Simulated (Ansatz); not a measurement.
Ansatz (a quantum-chemistry and plane-wave program) input (PBE/LANL2DZ): The .json file is the Basis Set Exchange's LANL2DZ.

Ansatz 0.2 input:
```yaml
crystal:
  periodic: [false, false, false]
  atoms:
    - {symbol: Rb, position_ang: [-0.00000000, -0.00000000, -0.41833200]}
    - {symbol: O, position_ang: [0.00000000, 0.00000000, 1.93478400]}
basis:
  gaussian:
    orbitals: LANL2DZ.json
hamiltonian:
  xc: {name: PBE}
magnetization: {spin_polarized: true, initial_magnetization: 1}
output: {forces: true}
```

Output:

```
Functional definition: PBE
integrals: 0.01 GiB planned
310 factors; integrals over basis functions are off by at most 2.7e-4 eV
mean field: 0.09 GiB planned
mean field evaluation 1: about -2685.9501 eV, gradient 3.4e1 eV
mean field evaluation 2: about -2509.9789 eV, gradient 8.3e1 eV
mean field evaluation 4: about -2691.4398 eV, gradient 2.5e0 eV
mean field evaluation 8: about -2691.4398 eV, gradient 2.5e0 eV
mean field evaluation 16: about -2691.4755 eV, gradient 1.1e0 eV
mean field evaluation 32: about -2691.5265 eV, gradient 1.3e-3 eV
mean field evaluation 64: about -2691.4678 eV, gradient 2.2e-6 eV
mean field evaluation 96: about -2680.8990 eV, gradient 1.7e1 eV
mean field evaluation 128: about -2691.4677 eV, gradient 5.3e-2 eV
mean field evaluation 160: about -2691.2668 eV, gradient 3.1e0 eV
mean field evaluation 192: about -2670.5422 eV, gradient 3.7e1 eV
mean field evaluation 224: about -2691.5022 eV, gradient 1.6e0 eV
mean field -2691.52650982 eV, -98.9117748537 hartree, gradient 3.6e-8 eV, S^2 0.812525; 23 other end points of the search recorded, 0 dependent functions left out
the calculation of the forces begins
reference -2691.52658206 eV, -98.9117775085 hartree; 9, 8 occupied and 12, 13 virtual orbitals, 310 factors
Total energy: -2691.52658206 eV, -98.9117775085 hartree
Atom 0 at    -0.000000    -0.000000    -0.418332 Å, force    -0.000000     0.000000    -2.013931 eV/Å
Atom 1 at     0.000000     0.000000     1.934784 Å, force     0.000000    -0.000000     2.013931 eV/Å
Dipole moment:     0.068200     0.060534    -1.450768 e Å
```

The geometry given is a B3LYP-D3(BJ)/def2-TZVP minimum.
